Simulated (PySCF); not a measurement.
F3H3OSi2, SMILES F[Si](F)(F)O[SiH3]. Atoms are numbered in the order given.

```xyz
9

F      1.4739     0.2670    -1.2913
Si     0.7726     0.2001     0.1443
F      1.7045    -0.6687     1.1072
F      0.7154     1.6889     0.7250
O     -0.6927    -0.4470     0.0492
Si    -2.2916    -0.6263    -0.4059
H     -2.3624    -0.7628    -1.8851
H     -3.0586     0.5694     0.0343
H     -2.8161    -1.8492     0.2525
```
Charge 0, spin multiplicity 1.

Geometry optimised at B3LYP-D3(BJ)/def2-SVP. The values are those of a single conformer.

Method: PBE/pcSseg-1 in PySCF.

GIAO shieldings, no solvent; atoms alike by connectivity are averaged. δ = σ(ref) − σ: ¹⁹F against CFCl3 (σ = 133.6 ppm); ²⁹Si against TMS (σ = 335.4 ppm); ¹⁷O against H2O (σ = 334.3 ppm); ¹H against TMS (σ = 31.49 ppm), references at their B3LYP-D3(BJ)/def2-TZVP geometries, non-relativistic.

Question: Estimate the chemical shifts. (Estimate from the structure and the level; the computed values follow.)

Answer: 
```tsv
nucleus	atoms	count	δ (ppm)
¹⁹F	F1, F3, F4	3	-186.8
²⁹Si	Si6	1	-31.5
²⁹Si	Si2	1	-102.0
¹⁷O	O5	1	34.1
¹H	H7, H8, H9	3	5.59
```
